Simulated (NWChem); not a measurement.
Species: CH5Ga; SMILES [CH3][GaH2]

Results from NWChem. All runs use the structure optimised with PBE0/def2-SVP. Static field.

### Question
What does the run give for BHandHLYP/def2-SVPD? Quantities: isotropic polarisability (bohr³); anisotropy (bohr³).

### Answer
The isotropic polarisability (bohr³) is 43.4 and the anisotropy (bohr³) comes out as 14.3.
